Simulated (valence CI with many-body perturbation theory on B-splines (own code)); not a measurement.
# Pt64+: what the settings do

Computed by configuration interaction combined with many-body perturbation theory (CI+MBPT): four valence electrons over a frozen Dirac-Fock core [Ne], radial functions for each j: 6 s, 6 p, 5 d, 3 f, 1 g, with the one-electron correlation potential Σ1 (screened to all orders), the two-electron term Σ2, the three-electron term Σ3, Breit, model QED; selected single and double excitations, second order for the rest, scaled by the run's own slope (own B-spline code, finite nucleus).

The last digits are not significant, and no measured levels were compared; by estimate large intervals hold to a few tenths of a per cent, small ones and those within an open d or f shell to about a per cent.

The reference run has the lowest level (3s^2 3p1/2^2) J=0 and an ionisation energy of 7514.45 eV. Its largest variational space holds 9999 state functions.

Levels are named by their leading jj configuration (3d3/2^4 stands for four electrons in 3d with j = 3/2), which in mixed levels can hold well under half, so a name can repeat and another be missing.

| Level | Reference (cm⁻¹) | Shift (cm⁻¹) |
| --- | --- | --- |
| (3s^2 3p1/2 3p3/2) J=1 | 3633010 | +619 |
| (3s^2 3p1/2 3p3/2) J=2 | 3712630 | +1285 |
| (3s 3p1/2^2 3p3/2) J=2 | 5117820 | +1680 |
| (3s 3p1/2^2 3p3/2) J=1 | 5350700 | +1350 |
| (3s^2 3p1/2 3d3/2) J=2 | 5531320 | +1933 |
| (3s^2 3p1/2 3d3/2) J=1 | 5918450 | +1495 |
| (3s^2 3p1/2 3d5/2) J=2 | 6539070 | +2022 |
| (3s^2 3p1/2 3d5/2) J=3 | 6551110 | +1273 |
| (3s 3p1/2^2 3d3/2) J=1 | 7053280 | +617 |
| (3s 3p1/2^2 3d3/2) J=2 | 7117160 | +1567 |
| (3s^2 3p3/2^2) J=2 | 7408290 | +933 |
| (3s^2 3p3/2^2) J=0 | 7583270 | +35 |

The ionisation energy moves by -0.00063 eV.

Problem. Which of these changes was made?
A. scale of Σ2 1 → -1
B. size limit of the variational space 10000 → 1500; second order for the rest on → off
C. QED terms on → off
D. natural orbitals for correlation on → off; highest l with Σ1, explicit Σ2 and valence Breit (higher l get mean screening factors) 3 → 1

Solution. B. size limit of the variational space 10000 → 1500; second order for the rest on → off.
